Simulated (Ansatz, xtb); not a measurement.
## Two isomers of C4H3BCl2

Structure a is `ClB1C=CC(Cl)=C1`, a singlet and structure b is `ClB1C=CC=C1Cl`, a singlet. Both are isolated molecules in the gas phase, relaxed with PBE0-D3(BJ)/def2-SVP.

a (Å):

```xyz
10

C    -1.4264    0.6528    0.7693
C    -0.8491   -0.4319    1.3077
C     0.0443   -1.1147    0.3034
C     0.0800   -0.5118   -0.8997
B    -0.8794    0.7057   -0.7152
Cl   -1.2786    1.9044   -1.9163
Cl    0.8860   -2.5283    0.7801
H    -2.1151    1.3137    1.2968
H    -0.9603   -0.8276    2.3208
H     0.6660   -0.8548   -1.7505
```

b (Å):

```xyz
10

C    -1.7782   -0.0628    0.7907
C    -1.3850   -1.1608    0.1127
C    -0.0285   -1.0274   -0.5153
C     0.4903    0.1838   -0.2492
B    -0.5950    0.9451    0.6320
Cl   -0.4405    2.5548    1.2561
Cl    2.0105    0.7794   -0.7584
H    -2.7299    0.0313    1.3132
H    -1.9637   -2.0839    0.0026
H     0.4421   -1.8213   -1.0998
```

Quicker runs give these differences E(b) − E(a): GFN2-xTB +9.7 kJ/mol; HF/STO-3G +7.4 kJ/mol (at GFN2-xTB geometries); r2SCAN-D4/def2-SVP +15.1 kJ/mol (at GFN2-xTB geometries).

Q: Estimate E(b) − E(a) at the level CCSD(T)/def2-SVP + ΔMP2/def2-TZVPP.

A: Calculated at CCSD(T)/def2-SVP + ΔMP2/def2-TZVPP: E(b) − E(a) = +12.8 kJ/mol, so structure a lies lower.

The same difference at several levels:

```csv
level,geometry,E(b) − E(a) (kJ/mol),departure from the last row (kJ/mol),"job, with rough time for the two"
GFN2-xTB,GFN2-xTB,+9.7,−3.1,"optimisation, 0.15 s"
HF/STO-3G,GFN2-xTB,+7.4,−5.4,"single point, 0.44 s"
r2SCAN-D4/def2-SVP,GFN2-xTB,+15.1,+2.3,"single point, 2.8 s"
PBE0-D3(BJ)/def2-SVP,PBE0-D3(BJ)/def2-SVP,+13.6,+0.8,"optimisation, 25 s"
HF/def2-SVP,PBE0-D3(BJ)/def2-SVP,+10.9,−1.9,part of the CCSD(T) run
MP2/def2-SVP,PBE0-D3(BJ)/def2-SVP,+13.9,+1.1,part of the CCSD(T) run
CCSD(T)/def2-SVP,PBE0-D3(BJ)/def2-SVP,+11.5,−1.3,single point
CCSD(T)/def2-SVP + ΔMP2/def2-TZVPP,PBE0-D3(BJ)/def2-SVP,+12.8,,"single point, 37 s"
```

As drawn, both hold the same kinds of bond in the same numbers.

The levels shown agree on the order. The largest departure from CCSD(T)/def2-SVP + ΔMP2/def2-TZVPP is that of HF/STO-3G, 5.4 kJ/mol. The last row adds to CCSD(T) the change of the MP2 difference between the two basis sets, here +1.3 kJ/mol.

With thermal terms from frequencies at re-optimised GFN2-xTB minima (ideal gas, soft modes damped towards free rotors, one conformer each, 298.15 K, 1 atm): on the last row, ΔE + ΔZPE = +12.4, ΔH = +12.6, ΔG = +12.1 kJ/mol.

The correlated steps freeze 15 core orbitals. Codes used: Ansatz 0.2.0, xtb 6.7.1; the last row on 2 threads of Intel(R) Xeon(R) 6975P-C (Granite Rapids) on a shared host.
